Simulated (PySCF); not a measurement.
How methods differ on the excitation energy of Zn

Zn [Ar] 3d10 4s2 (1S) → Zn [Ar] 3d10 4s1 5s1 (3S), as a difference of total energies. All numbers are calculated (PySCF 2.14, no relativity, point nucleus, in dyall-av2z (16s12p7d2f, 101 functions)). Correlated levels: valence: [Ar] frozen; virtual orbitals above 40 to 60 times the deepest correlated orbital energy dropped. The calculations carry no spin-orbit coupling.

| method | excitation energy (eV) | difference from reference (eV) |
| --- | --- | --- |
| UHF | 5.085 | -1.570 |
| MP2 (valence) | 6.239 | -0.416 |
| SCS-MP2 (valence) | 6.305 | -0.350 |
| CCSD (valence) | 6.295 | -0.360 |
| CCSD(T) (valence) | 6.402 | -0.253 |

Reference: 6.655 eV (measured; NIST levels).

These non-relativistic numbers lack the scalar-relativistic shift.

Errors of the correlated levels include the incompleteness of this basis and the frozen core.
